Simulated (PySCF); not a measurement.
# Working with the constants of AsO⁺

PBE0 constants of AsO⁺, ¹Σ⁺ (singlet), closed shell (PySCF, scalar-relativistic core potentials, basis sets As cc-pVTZ-PP with ECP10, O cc-pVTZ; masses 74.9216 and 15.9949 u):

- ωe: 1184.8 cm⁻¹
- ωexe: 4.26 cm⁻¹
- Be: 0.52838 cm⁻¹
- αe: 0.00280 cm⁻¹
- D (centrifugal): 4.2e-07 cm⁻¹
- De to As⁺ + O: 6.29 eV

Question: Estimate the standard entropy (1 bar) and heat capacity of the ideal gas at 1000 K, rigid rotor with B0 and harmonic oscillator at the fundamental.

Answer: Translation (Sackur–Tetrode, M = 90.92 u): 190.3 J/(mol K). Rotation: q = kT/(σB0) = 1320 with σ = 1, 68.1. Vibration: x = hcν0/kT = 1.69, 4.87. S° = 263.2 J/(mol K); Cp = 7R/2 + 6.58 = 35.7 J/(mol K).

For an ion De counts to the pair picked by the measured ionisation energies or electron affinities, which need not be the lowest pair at this level.
